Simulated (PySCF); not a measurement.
A calculated (TPSS, PySCF 2.14, aug-cc-pVDZ-DK, scalar relativity by spin-free X2C-1e) atom or ion has these occupied shells.

```tsv
shell	electrons	orbital energy (eV)	rms radius, mean of both spins (bohr)
1s α	1	-4885.3	0.0804
1s β	1	-4885.2	0.0804
2s α	1	-546.89	0.352
2s β	1	-546.33	0.352
2p α	3	-452.70	0.321
2p β	3	-452.24	0.321
3s α	1	-71.388	1.08
3s β	1	-69.533	1.08
3p α	3	-47.143	1.18
3p β	3	-45.244	1.18
3d α	2	-12.764	1.69
4s α	1	-10.733	3.37
```

Task: Name the element and its charge.

Result: Ti⁺ (titanium, charge +1), in [Ar] 3d2 4s1, high-spin 4F determinant.
